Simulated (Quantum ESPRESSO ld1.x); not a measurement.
Values are calculated unless marked as measured or tabulated.
Ti, 22 electrons, occupied as [Ar] 3d2 4s1 6f1 (not the ground configuration).

Level of theory: Dirac Kohn-Sham, relativistic LDA (MacDonald-Vosko exchange, VWN5 correlation), spin-unpolarised, spherical densities, point nucleus; open shells are shared between the two j in proportion to 2j + 1 (ld1.x of Quantum ESPRESSO 7.5).

Energy parts (hartree):
part                     energy
total                  -850.903
kinetic                 857.577
electron-nucleus      -2020.689
Hartree                 351.512
exchange-correlation    -39.303

Orbitals (lengths in bohr, moments of r in powers of bohr; <r^-3> diverges for s and p1/2):
\begin{tabular}{lrrrrr}
orbital & occ. & eigenvalue (hartree) & <r> & <r^-3> & small-component weight \\ \hline
1s1/2 & 2 & -178.2686 & 0.06982 & - & 6.17e-03 \\
2s1/2 & 2 & -19.8808 & 0.3260 & - & 1.07e-03 \\
2p1/2 & 2 & -16.6779 & 0.2887 & - & 1.06e-03 \\
2p3/2 & 4 & -16.4670 & 0.2914 & 259.0 & 1.04e-03 \\
3s1/2 & 2 & -2.5240 & 1.010 & - & 2.23e-04 \\
3p1/2 & 2 & -1.6804 & 1.082 & - & 1.92e-04 \\
3p3/2 & 4 & -1.6560 & 1.090 & 30.12 & 1.89e-04 \\
3d3/2 & 0.8 & -0.3982 & 1.514 & 2.058 & 1.04e-04 \\
3d5/2 & 1.2 & -0.3964 & 1.519 & 2.034 & 1.03e-04 \\
4s1/2 & 1 & -0.3577 & 3.168 & - & 2.95e-05 \\
6f5/2 & 0.428571 & -0.0107 & 43.49 & 0.0002288 & 5.00e-07 \\
6f7/2 & 0.571429 & -0.0107 & 43.49 & 0.0002288 & 5.00e-07 \\
\end{tabular}

The highest occupied level is 6f5/2 at -0.291 eV. Summed over all electrons, <r^2> = 2174 bohr^2, which gives a Langevin (diamagnetic) susceptibility term of -1.72e+03 x 10^-6 cm^3/mol.
